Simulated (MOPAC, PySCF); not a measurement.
C₄H₅BOS, SMILES `Bc1ccc(S)o1`, neutral singlet in the gas phase. 

Cartesian coordinates (Å):
SMILES: Bc1ccc(S)o1
```xyz
12

B     -2.1546     0.7290    -0.3623
C     -0.8106     0.1152    -0.0651
C     -0.4363    -1.1020     0.4852
C      0.9700    -1.1578     0.5339
C      1.3891     0.0474     0.0022
S      3.0032     0.6524    -0.2409
O      0.3615     0.8033    -0.3530
H     -3.1437     0.0899    -0.0931
H     -2.2409     1.8274    -0.8549
H     -1.1342    -1.8693     0.8163
H      1.6057    -1.9588     0.9028
H      2.5907     1.8233    -0.7711
```
Charge 0, spin multiplicity 1.

All levels are single points at this geometry (PBE0-D3(BJ)/def2-SVP); Pople sets use spherical d functions. Orbital energies aren't observables, and empty levels follow the basis.

| level | HOMO (eV) | LUMO (eV) | gap (eV) | dipole (D) | vertical IE, Delta-SCF (eV) |
|---|---|---|---|---|---|
| PBE0-D3(BJ)/def2-TZVP in PySCF | -6.56 | -1.87 | 4.68 | 1.96 | 8.33 |
| ωB97X-D3(BJ)/def2-TZVP in PySCF | -8.65 | 0.10 | 8.74 | 1.58 | 8.44 |
| B3LYP/6-31G* in PySCF | -6.14 | -1.68 | 4.46 | 1.85 | 8.19 |
| BP86/6-31G* in PySCF | -5.54 | -2.45 | 3.08 | 2.07 | – |
| M06-2X/6-31G* in PySCF | -7.35 | -0.71 | 6.64 | 1.44 | – |
| PBE/6-31G* in PySCF | -5.44 | -2.37 | 3.08 | 2.06 | 8.15 |
| HF/6-31G* in PySCF | -8.29 | 1.95 | 10.24 | 1.39 | – |
| PM3 in MOPAC | -9.14 | -0.99 | 8.15 | 0.91 | – |
| PM7 in MOPAC | -8.76 | -1.21 | 7.55 | 0.42 | – |
